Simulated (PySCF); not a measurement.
C3H3 (SMILES [C-]#CC), charge -1, singlet, geometry from GFN2-xTB; CCSD(T)/6-31G run with PySCF.

Here is a job for PySCF.
```python
from pyscf import gto, scf, cc

mol = gto.M(
    atom='''
C     0.001792   -0.000830    0.348052
C     0.008117   -0.003758    1.576479
C    -0.005887    0.002725   -1.143303
H     0.039631    1.028479   -1.560260
H     0.855571   -0.549931   -1.568224
H    -0.919337   -0.467375   -1.558888
''',
    basis='6-31g',
    charge=-1,
    spin=0,
    verbose=4,
)

mf = scf.RHF(mol)
mf.kernel()

mycc = cc.CCSD(mf)
mycc.direct = True
mycc.kernel()
et = mycc.ccsd_t()
print('E(CCSD(T)) = %.10f' % (mycc.e_tot + et))
mf.analyze()
```

It wrote (shortened):

```
PySCF version 2.14.0

[INPUT] verbose = 4
[INPUT] num. atoms = 6
[INPUT] num. electrons = 22
[INPUT] charge = -1
[INPUT] spin (= nelec alpha-beta = 2S) = 0
[INPUT] symmetry False subgroup None
[INPUT] Mole.unit = angstrom
[INPUT] Symbol           X                Y                Z      unit          X                Y                Z       unit  Magmom
[INPUT]  1 C      0.001792000000  -0.000830000000   0.348052000000 AA    0.003386389215  -0.001568472683   0.657722957107 Bohr   0.0
[INPUT]  2 C      0.008117000000  -0.003758000000   1.576479000000 AA    0.015338906953  -0.007101590776   2.979113551128 Bohr   0.0
[INPUT]  3 C     -0.005887000000   0.002725000000  -1.143303000000 AA   -0.011124817695   0.005149503689  -2.160529547394 Bohr   0.0
[INPUT]  4 H      0.039631000000   1.028479000000  -1.560260000000 AA    0.074891736043   1.943543634867  -2.948464083114 Bohr   0.0
[INPUT]  5 H      0.855571000000  -0.549931000000  -1.568224000000 AA    1.616794870120  -1.039218977408  -2.963513861970 Bohr   0.0
[INPUT]  6 H     -0.919337000000  -0.467375000000  -1.558888000000 AA   -1.737295146179  -0.883210747469  -2.945871378871 Bohr   0.0

nuclear repulsion = 52.0511052581307
number of shells = 21
number of NR pGTOs = 78
number of NR cGTOs = 33
basis = 6-31g
ecp = {}

******** <class 'pyscf.scf.hf.RHF'> ********
method = RHF
initial guess = minao
damping factor = 0
level_shift factor = 0
DIIS = <class 'pyscf.scf.diis.CDIIS'>
diis_start_cycle = 1
diis_space = 8
diis_damp = 0
SCF conv_tol = 1e-09
SCF conv_tol_grad = None
SCF max_cycles = 50
direct_scf = True
direct_scf_tol = 1e-13
Set gradient conv threshold to 3.16228e-05
Initial guess from minao.
init E= -115.439849994097
  HOMO = -0.254860368214177  LUMO = 0.133003367528629  gap/eV = 10.55431
cycle= 1 E= -115.102578576402  delta_E= 0.337  |g|= 0.418  |ddm|= 2.24
  HOMO = -0.0065443358807491  LUMO = 0.379658182526383  gap/eV = 10.50911
cycle= 2 E= -115.154076146119  delta_E= -0.0515  |g|= 0.243  |ddm|= 0.904
  HOMO = -0.0719380751781218  LUMO = 0.41323855155464  gap/eV = 13.20233
cycle= 3 E= -115.169683734783  delta_E= -0.0156  |g|= 0.0611  |ddm|= 0.36
  HOMO = -0.0907204172352269  LUMO = 0.413880260076439  gap/eV = 13.73088
cycle= 4 E= -115.171235395963  delta_E= -0.00155  |g|= 0.0229  |ddm|= 0.132
  HOMO = -0.085485028491806  LUMO = 0.415184537053044  gap/eV = 13.62391
cycle= 5 E= -115.171436561325  delta_E= -0.000201  |g|= 0.00409  |ddm|= 0.0584
  HOMO = -0.0852594143042757  LUMO = 0.415223117514181  gap/eV = 13.61882
cycle= 6 E= -115.171446776049  delta_E= -1.02e-05  |g|= 0.00137  |ddm|= 0.0173
  HOMO = -0.0853234306111628  LUMO = 0.415130132463264  gap/eV = 13.61804
cycle= 7 E= -115.171447428943  delta_E= -6.53e-07  |g|= 0.000301  |ddm|= 0.00395
  HOMO = -0.0853139413443877  LUMO = 0.415182322498718  gap/eV = 13.61920
cycle= 8 E= -115.171447467573  delta_E= -3.86e-08  |g|= 3.72e-05  |ddm|= 0.00108
  HOMO = -0.0853082230838727  LUMO = 0.415180104344254  gap/eV = 13.61898
cycle= 9 E= -115.171447468429  delta_E= -8.55e-10  |g|= 5.72e-06  |ddm|= 0.000132
  HOMO = -0.0853086084058818  LUMO = 0.415179722372175  gap/eV = 13.61898
Extra cycle  E= -115.171447468448  delta_E= -1.94e-11  |g|= 2.19e-06  |ddm|= 1.51e-05
converged SCF energy = -115.171447468448

******** <class 'pyscf.cc.ccsd.CCSD'> ********
CC2 = 0
CCSD nocc = 11, nmo = 33
max_cycle = 50
direct = 1
conv_tol = 1e-07
conv_tol_normt = 1e-05
diis_space = 6
diis_start_cycle = 0
diis_start_energy_diff = 1e+09
Init t2, MP2 energy = -115.44009838551  E_corr(MP2) -0.268650917062091
Init E_corr(CCSD) = -0.268650917064219
cycle = 1  E_corr(CCSD) = -0.276621715449866  dE = -0.00797079839  norm(t1,t2) = 0.0548654
cycle = 2  E_corr(CCSD) = -0.28674827280856  dE = -0.0101265574  norm(t1,t2) = 0.0201091
cycle = 3  E_corr(CCSD) = -0.289596366853262  dE = -0.00284809404  norm(t1,t2) = 0.00927427
cycle = 4  E_corr(CCSD) = -0.291132409477382  dE = -0.00153604262  norm(t1,t2) = 0.00355574
cycle = 5  E_corr(CCSD) = -0.291118786867418  dE = 1.362261e-05  norm(t1,t2) = 0.0010713
cycle = 6  E_corr(CCSD) = -0.29106984817408  dE = 4.89386933e-05  norm(t1,t2) = 0.000215674
cycle = 7  E_corr(CCSD) = -0.29106782321411  dE = 2.02495997e-06  norm(t1,t2) = 9.42206e-05
cycle = 8  E_corr(CCSD) = -0.291071884030563  dE = -4.06081645e-06  norm(t1,t2) = 3.36085e-05
cycle = 9  E_corr(CCSD) = -0.291069977106045  dE = 1.90692452e-06  norm(t1,t2) = 1.35698e-05
cycle = 10  E_corr(CCSD) = -0.291070307856249  dE = -3.30750204e-07  norm(t1,t2) = 6.17789e-06
cycle = 11  E_corr(CCSD) = -0.291070207607154  dE = 1.00249095e-07  norm(t1,t2) = 1.50795e-06
cycle = 12  E_corr(CCSD) = -0.29107015673759  dE = 5.08695642e-08  norm(t1,t2) = 5.58756e-07
CCSD converged
E(CCSD) = -115.4625176251856  E_corr = -0.2910701567375898
CCSD(T) correction = -0.00997024549436449
E(CCSD(T)) = -115.4724878707
**** SCF Summaries ****
Total Energy =                        -115.171447468447965
Nuclear Repulsion Energy =              52.051105258130704
One-electron Energy =                 -262.780926149131176
Two-electron Energy =                   95.558373422552521
Two-electron Coulomb Energy =          112.285333857418806
DFT Exchange-Correlation Energy =      -16.726960434866285
HOMO-LUMO gap [eV] =                    13.618981167307158
**** MO energy ****
MO #1   energy= -11.060295574809   occ= 2
MO #2   energy= -10.9228369049005  occ= 2
MO #3   energy= -10.9148236583097  occ= 2
MO #4   energy= -0.803790666424434 occ= 2
MO #5   energy= -0.683499157527107 occ= 2
MO #6   energy= -0.399271127017706 occ= 2
MO #7   energy= -0.379065482838646 occ= 2
MO #8   energy= -0.379065312938446 occ= 2
MO #9   energy= -0.118826123121371 occ= 2
MO #10  energy= -0.0853086186905424 occ= 2
MO #11  energy= -0.0853086084058818 occ= 2
MO #12  energy= 0.415179722372175  occ= 0
MO #13  energy= 0.452622528536973  occ= 0
MO #14  energy= 0.452622587196498  occ= 0
MO #15  energy= 0.563194010229288  occ= 0
MO #16  energy= 0.5631940258412    occ= 0
MO #17  energy= 0.605025930132472  occ= 0
MO #18  energy= 0.800003130006693  occ= 0
MO #19  energy= 0.900271507612209  occ= 0
 ** Mulliken pop on meta-lowdin orthogonal AOs  **
 ** Mulliken pop  **
pop of  0 C 1s            1.99998
pop of  0 C 2s            0.96938
pop of  0 C 3s            0.00820
pop of  0 C 2px           1.16343
pop of  0 C 2py           1.16343
pop of  0 C 2pz           1.04286
pop of  0 C 3px           0.00927
pop of  0 C 3py           0.00927
pop of  0 C 3pz           0.01113
pop of  1 C 1s            1.99998
pop of  1 C 2s            1.49834
pop of  1 C 3s            0.02484
pop of  1 C 2px           0.81768
pop of  1 C 2py           0.81767
pop of  1 C 2pz           1.39579
pop of  1 C 3px           0.00156
pop of  1 C 3py           0.00156
pop of  1 C 3pz           0.01100
pop of  2 C 1s            1.99998
pop of  2 C 2s            1.00512
pop of  2 C 3s            0.00206
pop of  2 C 2px           1.07721
pop of  2 C 2py           1.07721
pop of  2 C 2pz           1.07749
pop of  2 C 3px           0.00227
pop of  2 C 3py           0.00227
pop of  2 C 3pz           0.00245
pop of  3 H 1s            0.93061
pop of  3 H 2s            0.00558
pop of  4 H 1s            0.93061
pop of  4 H 2s            0.00558
pop of  5 H 1s            0.93061
pop of  5 H 2s            0.00558
 ** Mulliken atomic charges  **
charge of    0C =     -0.37695
charge of    1C =     -0.56840
charge of    2C =     -0.24607
charge of    3H =      0.06381
charge of    4H =      0.06381
charge of    5H =      0.06381

WARN: System has nonzero charge -1; the dipole moment is origin-dependent.
Location of origin: [0. 0. 0.]

Dipole moment(X, Y, Z, Debye): -0.03401,  0.01575, -6.60495
```
